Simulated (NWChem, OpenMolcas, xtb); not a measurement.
A ladder of methods for C2HBF (SMILES C#C[B]F)

C2HBF: 5 atoms, total charge 0, spin state doublet. SMILES: `C#C[B]F`. Geometry: relaxed at GFN2-xTB.

Quantity: the dipole moment, in D. The values are calculated.

| level | kind | program | value (D) | CPU time |
| --- | --- | --- | --- | --- |
| GFN2-xTB | semi-empirical | xtb | 1.02 | under 2 s |
| GFN0-xTB | semi-empirical | xtb | 1.66 | under 2 s |
| GFN1-xTB | semi-empirical | xtb | 1.18 | under 2 s |
| UHF/STO-3G | Hartree–Fock | OpenMolcas | 0.71 | 2.5 s |
| UHF/3-21G | Hartree–Fock | OpenMolcas | 2.17 | 2.6 s |
| UHF/def2-SVP | Hartree–Fock | OpenMolcas | 2.05 | 4.9 s |
| USPW92/ANO-S-MB (Cholesky decomposition) | LDA | OpenMolcas | 0.58 | 3.4 s |
| UPBE/6-31G** (spherical functions) | GGA | OpenMolcas | 1.37 | 21 s |
| UPBE/def2-TZVP | GGA | OpenMolcas | 1.60 | 89 s |
| U-dlDF/LANL2DZ | hybrid meta-GGA | NWChem | 2.22 | 5.2 s |

The values span 0.58 to 2.22 D. Spin contamination of the reference (⟨S²⟩ at least 0.1 too high) touches UHF/STO-3G, UHF/3-21G, UHF/def2-SVP. Magnitudes only: a small dipole may point the other way at some levels. Sets without polarisation functions give poor dipoles. Times are those of the runs behind each value, whatever else they computed, on shared processors of several kinds: orders of magnitude only.
